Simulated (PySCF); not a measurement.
# Which is lower?

Two relaxed structures of InBH₃Cl, singlet (PBE0-D4/def2-TZVP; forces vanish, vibrations not checked).

A:

```xyz
6
angstrom
B -0.8837 0.1879 -0.9014
In 0.4191 -0.0014 0.9035
Cl 2.4687 -0.9640 0.2157
H -1.6028 -0.7054 -1.2341
H -0.8454 1.1665 -1.5847
H 0.4590 0.2991 2.5862
```

B:

B1  (-0.814, 0.191, -0.753)
In2  (0.315, -0.008, 1.376)
Cl3  (2.533, -1.262, -0.603)
H4  (-1.560, -0.649, -1.194)
H5  (-0.699, 1.145, -1.482)
H6  (3.317, -1.491, 0.384)
(Å)

PySCF 2.14 with density fitting (its default auxiliary sets; JK sets also for MP2 and CCSD(T)); basis: def2-TZVPP; cores frozen in the correlated methods. Filled d shells of the heavier atoms are correlated. Core potentials replace the inner electrons of the atoms past krypton. The def2 sets are not built for correlating such inner shells, so the correlated values are less sure here. B3LYP uses VWN-RPA correlation.

(1) Which structure is lower at CCSD(T), and by how much? (An estimate is asked for; the value comes from the calculation.)

T1 diagnostic: at most 0.014. The restricted Hartree–Fock reference is unstable towards an unrestricted one at one or more of these structures.

Answers

(1) By the calculation: A, by 34.47 kcal/mol (electronic energy, against the other). By their contacts, A is InBH₃Cl ([BH2][InH][Cl]) and B is a complex of InBH₂ ([BH2][In]) + HCl.

All methods give the same order:

```tsv
method	E(B) − E(A) (kcal/mol)
PBE-D4	33.06
r2SCAN-D4	38.63
PBE0-D4	35.75
B3LYP-D4	31.63
wB97M-V	36.43
HF	37.49
MP2	35.66
CCSD	34.32
CCSD(T)	34.47
```

Labels in which every atom is bracketed show which atoms are joined, not bond orders.

For scale, one of the runs: CCSD(T)/def2-TZVPP, 165 basis functions, launched by `OMP_NUM_THREADS=2 python run.py`. Time: 2.9 min of wall clock on 2 CPU threads of an Intel Xeon; the host was shared. Peak host memory: 1.6 GiB.
